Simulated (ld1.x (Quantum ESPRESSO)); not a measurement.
# Configuration tests for ytterbium (Yb) (TM)

```
Element                 : ytterbium
Generator               : ld1.x (Quantum ESPRESSO) 7.5
Type                    : norm-conserving Troullier–Martins (Kleinman–Bylander form)
Functional              : LDA (PZ)
Relativity              : non-relativistic
Frozen core             : [Kr] 4d10 5s2
Valence charge          : 22
Reference configuration : 4f14 5p6 5d0 6s2 6p0
Partial waves           : 6s (bound): rc 3.25 bohr; 5p (bound): rc 1.45 bohr; 5d (bound, empty): rc 2.40 bohr; 4f (bound): rc 0.65 bohr
Local potential         : all-electron potential smoothed inside 0.55 bohr (lloc = -2)
Core correction         : none
```

Energies are relative to the spin-unpolarised reference configuration 4f14 5p6 5d0 6s2 6p0; without spin polarisation the order of configurations can differ from experiment. Spin-polarised rows fill each open shell by Hund’s rule, majority spin first. Not all tests gave a result: 1 of 9 tests not solved or not reliable. Left out of the table: 4f13 5p6 5d1 6s2 6p0 (solver errors, printed error -26.3 eV).

```csv
valence configuration,charge,ΔE all-electron (eV),error AE − PS (meV)
4f14 5p6 5d0 6s0 6p0,+2,17.634,+12
4f13 5p6 5d0 6s0 6p0,+3,49.051,+39
4f14 5p6 5d1 6s1 6p0,0,2.274,-8.4
4f14 5p6 5d1 6s0 6p0,+1,7.856,-26
4f12 5p6 5d0 6s0 6p0,+4,101.351,-699
4f14 5p6 5d0 6s1 6p0 (spin-polarised),+1,6.023,+8.5
4f13 5p6 5d0 6s0 6p0 (spin-polarised),+3,48.849,+281
```

Question: What are ΔE and the potential's error for 4f14 5p6 5d0 6s1 6p0?

Answer: ΔE = 6.205 eV all-electron; the error (AE − PS) is +6.6 meV.

These tests converged, but a pseudo level misses the all-electron one widely, so the file describes the atom poorly there or has found another state: 4f13 5p6 5d0 6s0 6p0: empty 5d by 7.3 eV (a node warning on the way).

A Bessel basis up to 400 Ry misses an occupied level by 0.30 Ry, so cutoffs were not judged. Note: ghost states, extra bound levels that the all-electron valence spectrum of the same l lacks: s at -916.0 eV, p at -342.2 eV, s at -210.5 eV (other channels not judged).
